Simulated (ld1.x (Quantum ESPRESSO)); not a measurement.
Scattering properties, PAW potential for Zr

zirconium, PAW, made with ld1.x (Quantum ESPRESSO) 7.5 (PBE, scalar-relativistic). Core [Ar] 3d10, reference 4s2 4p6 4d2 5s2 5p0. Waves: 4s (bound): rcut 1.55, rcutus 1.85 bohr; 5s (bound): rcut 1.55, rcutus 1.85 bohr; 4p (bound): rcut 2.20, rcutus 2.45 bohr; 5p (bound, empty): rcut 2.20, rcutus 2.45 bohr; 4d (bound): rcut 2.35, rcutus 2.90 bohr; 4d channel at 0.1 Ry: rcut 2.35, rcutus 2.90 bohr. Local part: all-electron potential smoothed inside 1.55 bohr (lloc = -2). Core correction: Bessel-smoothed model core, default radius (core density twice the valence density). Augmentation charge: BESSEL, radius 1.50 bohr.

The phase is arctan(r·u′/u) with u = r·R(r), unwrapped; energies in Ry, scanned from -6 to 5 Ry. A pole is an energy at which the radial function vanishes at the test radius. The pseudo phase is shifted by a multiple of π to meet the all-electron one at the reference energy, and phase errors are pseudo minus all-electron; the curves can meet again beyond the range given. Levels narrower than the energy grid can be missing from the lists of poles.

| channel | radius (bohr) | reference energy (Ry) | poles, all-electron | poles, pseudo | unbroken range about the reference energy with phases within 0.05 rad | phase error 1 Ry above the reference energy (rad) |
| --- | --- | --- | --- | --- | --- | --- |
| s | 3.13 | -0.33 | -3.99, 1.42 | -3.99, 1.20, 4.13 | below 1.4 | -0.017 |
| p | 3.13 | -0.11 | -2.34, 2.36 | -2.34, 2.36 | -4.8 to 4.4 | -0.003 |
| d | 3.13 | -0.26 | 0.08, 4.17 | 0.08, 4.07 | the whole range | -0.000 |

The ghost test of this file was not conclusive. Its overlap operator is not positive definite in a basis up to 400 Ry (lowest eigenvalue s -0.15, p -0.24), so the file is unfit for use: the generalised eigenproblem breaks down once the basis is large enough, and its test numbers describe a broken file.

Phases in the d channel:

```json
{"E (Ry)": "-6.00", "all-electron": "1.439", "pseudo": "1.439"}
{"E (Ry)": "-5.48", "all-electron": "1.433", "pseudo": "1.433"}
{"E (Ry)": "-4.96", "all-electron": "1.426", "pseudo": "1.426"}
{"E (Ry)": "-4.44", "all-electron": "1.417", "pseudo": "1.417"}
{"E (Ry)": "-3.92", "all-electron": "1.407", "pseudo": "1.407"}
{"E (Ry)": "-3.40", "all-electron": "1.394", "pseudo": "1.394"}
{"E (Ry)": "-2.88", "all-electron": "1.378", "pseudo": "1.378"}
{"E (Ry)": "-2.36", "all-electron": "1.355", "pseudo": "1.355"}
{"E (Ry)": "-1.84", "all-electron": "1.321", "pseudo": "1.321"}
{"E (Ry)": "-1.32", "all-electron": "1.261", "pseudo": "1.261"}
{"E (Ry)": "-0.80", "all-electron": "1.094", "pseudo": "1.094"}
{"E (Ry)": "-0.28", "all-electron": "-0.843", "pseudo": "-0.843"}
{"E (Ry)": "0.24", "all-electron": "-1.657", "pseudo": "-1.657"}
{"E (Ry)": "0.76", "all-electron": "-1.840", "pseudo": "-1.840"}
{"E (Ry)": "1.28", "all-electron": "-2.110", "pseudo": "-2.111"}
{"E (Ry)": "1.80", "all-electron": "-3.140", "pseudo": "-3.142"}
{"E (Ry)": "2.32", "all-electron": "-4.249", "pseudo": "-4.251"}
{"E (Ry)": "2.84", "all-electron": "-4.515", "pseudo": "-4.518"}
{"E (Ry)": "3.36", "all-electron": "-4.622", "pseudo": "-4.627"}
{"E (Ry)": "3.88", "all-electron": "-4.685", "pseudo": "-4.693"}
{"E (Ry)": "4.40", "all-electron": "-4.733", "pseudo": "-4.747"}
{"E (Ry)": "4.92", "all-electron": "-4.777", "pseudo": "-4.807"}
```
